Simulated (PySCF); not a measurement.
H7N2PSi.
Bonds: N1–Si2, Si2–N3, Si2–P4. Hydrogens: H5, H6 on N1; H7 on Si2; H8, H9 on N3; H10, H11 on P4.

The same species was optimised twice, with GFN2-xTB and with PBE0-D3(BJ)/def2-SVP (PySCF), and the same property calculations (PySCF, gas phase) were run on both structures.

```json
{"coordinate": "P4–H11 (Å)", "GFN2-xTB": "1.382", "PBE0-D3(BJ)/def2-SVP": "1.429", "change": "+0.047"}
{"coordinate": "P4–H10 (Å)", "GFN2-xTB": "1.383", "PBE0-D3(BJ)/def2-SVP": "1.428", "change": "+0.045"}
{"coordinate": "Si2–H7 (Å)", "GFN2-xTB": "1.469", "PBE0-D3(BJ)/def2-SVP": "1.501", "change": "+0.032"}
{"coordinate": "Si2–P4 (Å)", "GFN2-xTB": "2.262", "PBE0-D3(BJ)/def2-SVP": "2.277", "change": "+0.015"}
{"coordinate": "N3–H9 (Å)", "GFN2-xTB": "1.007", "PBE0-D3(BJ)/def2-SVP": "1.014", "change": "+0.007"}
{"coordinate": "N3–H8 (Å)", "GFN2-xTB": "1.007", "PBE0-D3(BJ)/def2-SVP": "1.013", "change": "+0.006"}
{"coordinate": "Si2–N3 (Å)", "GFN2-xTB": "1.722", "PBE0-D3(BJ)/def2-SVP": "1.724", "change": "+0.002"}
{"coordinate": "N1–Si2 (Å)", "GFN2-xTB": "1.728", "PBE0-D3(BJ)/def2-SVP": "1.727", "change": "-0.001"}
{"coordinate": "N1–Si2–N3 (°)", "GFN2-xTB": "103.6", "PBE0-D3(BJ)/def2-SVP": "106.6", "change": "+3.0"}
{"coordinate": "P4–Si2–H7 (°)", "GFN2-xTB": "107.2", "PBE0-D3(BJ)/def2-SVP": "104.7", "change": "-2.5"}
{"coordinate": "Si2–N3–H8 (°)", "GFN2-xTB": "118.0", "PBE0-D3(BJ)/def2-SVP": "120.0", "change": "+2.0"}
{"coordinate": "H10–P4–H11 (°)", "GFN2-xTB": "92.2", "PBE0-D3(BJ)/def2-SVP": "93.9", "change": "+1.7"}
{"coordinate": "Si2–N3–H9 (°)", "GFN2-xTB": "118.1", "PBE0-D3(BJ)/def2-SVP": "119.7", "change": "+1.6"}
{"coordinate": "H8–N3–H9 (°)", "GFN2-xTB": "110.3", "PBE0-D3(BJ)/def2-SVP": "111.6", "change": "+1.3"}
{"coordinate": "Si2–P4–H11 (°)", "GFN2-xTB": "95.3", "PBE0-D3(BJ)/def2-SVP": "94.2", "change": "-1.1"}
{"coordinate": "N1–Si2–P4 (°)", "GFN2-xTB": "119.8", "PBE0-D3(BJ)/def2-SVP": "120.6", "change": "+0.8"}
```

Rotational constants: A = 6250, B = 2863, C = 2209 MHz (GFN2-xTB) against A = 6088, B = 2848, C = 2172 MHz (PBE0-D3(BJ)/def2-SVP). Point groups within 0.08 Å: C1 and C1. End groups have turned between the structures, so H5, H6 are left out of the comparison.

On the GFN2-xTB structure: N1s of N1 (eV) 404.46 [delta-SCF UKS SCAN, pcX-2 on the ionised atom, pcseg-1 elsewhere, spin-free X2C]; Si1s of Si2 (eV) 1846.76 [delta-SCF UKS SCAN, pcX-2 on the ionised atom, pcseg-1 elsewhere, spin-free X2C]; Si2p of Si2 (eV) 107.01 [delta-SCF UKS SCAN, pcX-2 on the ionised atom, pcseg-1 elsewhere, spin-free X2C]; P1s of P4 (eV) 2149.29 [delta-SCF UKS SCAN, pcX-2 on the ionised atom, pcseg-1 elsewhere, spin-free X2C]; P2p of P4 (eV) 136.09 [delta-SCF UKS SCAN, pcX-2 on the ionised atom, pcseg-1 elsewhere, spin-free X2C].

Task: What do these properties become on the PBE0-D3(BJ)/def2-SVP structure?

Result: 
```
        property                                                                            level  on GFN2-xTB  on PBE0-D3(BJ)/def2-SVP  change
  N1s of N1 (eV)  delta-SCF UKS SCAN, pcX-2 on the ionised atom, pcseg-1 elsewhere, spin-free X2C       404.46                   404.54   +0.08
Si1s of Si2 (eV)  delta-SCF UKS SCAN, pcX-2 on the ionised atom, pcseg-1 elsewhere, spin-free X2C      1846.76                  1846.82   +0.06
Si2p of Si2 (eV)  delta-SCF UKS SCAN, pcX-2 on the ionised atom, pcseg-1 elsewhere, spin-free X2C       107.01                   107.05   +0.04
  P1s of P4 (eV)  delta-SCF UKS SCAN, pcX-2 on the ionised atom, pcseg-1 elsewhere, spin-free X2C      2149.29                  2149.38   +0.09
  P2p of P4 (eV)  delta-SCF UKS SCAN, pcX-2 on the ionised atom, pcseg-1 elsewhere, spin-free X2C       136.09                   136.15   +0.06
```

The heavy atoms differ by 0.027 Å rms after alignment. Among the bonds compared P4–H11 changes most (+0.047 Å). Changes are differences of the printed values. Neither structure is proved a minimum here.

The values belong to the conformer `[NH2:1][SiH:2]([NH2:3])[PH2:4]`: H–N1–Si2–N3 57°, H–N1–Si2–N3 -160°, H–N3–Si2–N1 -162°, H–N3–Si2–N1 53°, H–P4–Si2–N1 -56°, H–P4–Si2–N1 38°.
